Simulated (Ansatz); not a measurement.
`[CH3][SnH]([OH])[F]` + `BrC1=N[SiH2]1` → `[CH3][SnH]([OH])[Br]` + `FC1=N[SiH2]1` at 400 K and 1 bar (redistribution).

Calculated with Ansatz (gas phase, PBE0-D4/def2-TZVP geometries, no zero-point term in ΔE). CCSD(T)/CBS is the MP2 limit (def2-TZVPP, def2-QZVPP) plus CCSD(T) − MP2 in def2-TZVPP, frozen cores. Elements past krypton have def2 core potentials. For Br, Sn outer-core shells are correlated without core-valence functions, which leaves a few kJ/mol of doubt a bond. Scalar relativity is left out up to krypton. Each species was taken in one conformer, which may not be the lowest.

```tsv
species	CCSD(T)/CBS energy (Eh)	H − E (kJ/mol)	S (J/(mol·K))
`[CH3][SnH]([OH])[F]`	-430.11060	185.2	393.0
`BrC1=N[SiH2]1`	-2956.28903	92.8	329.6
`[CH3][SnH]([OH])[Br]`	-2903.65401	184.1	415.6
`FC1=N[SiH2]1`	-482.75628	96.5	303.4
```

H − E and S are ideal-gas, rigid-rotor, harmonic terms from PBE0-D4/def2-TZVP, for one conformer and one mirror image of each species. 1 Eh = 2625.50 kJ/mol, R = 8.31446 J/(mol·K).

Question: By hand: ΔE, ΔH, ΔS and ΔG.

Answer: ΔE = (-2903.65401) + (-482.75628) − (-430.11060) − (-2956.28903) = -0.01066 Eh = -28.0 kJ/mol. Δ(H − E) = 184.1 + 96.5 − 185.2 − 92.8 = 2.6, so ΔH = -25.4 kJ/mol. ΔS = 415.6 + 303.4 − 393.0 − 329.6 = -3.6 J/(mol·K). ΔG = -25.4 − 400 × (-3.6)/1000 = -24.0 kJ/mol.

Question: By hand: the equilibrium constant, and the temperature at which ΔG would vanish if ΔH and ΔS stayed fixed.

Answer: log₁₀ K = −ΔG/(RT ln 10) = 3.1. ΔG = 0 at ΔH/ΔS = 7056 K, far beyond where these terms or the molecules hold.

The number of gas molecules stays the same, so ΔS is small and ΔH decides. A doubt of 5 kJ/mol in ΔE shifts log₁₀ K by 0.7 here. Other conformers and mirror images would add mixing entropy, several J/(mol·K) or more a flexible species. Modes under 60 cm⁻¹, often nearly free rotors, make the harmonic entropy too high. These are equilibria of isolated gas molecules and say nothing of rates. Largest T1 diagnostic: 0.016 (customary marks: 0.02 for closed shells, 0.045 for open ones).
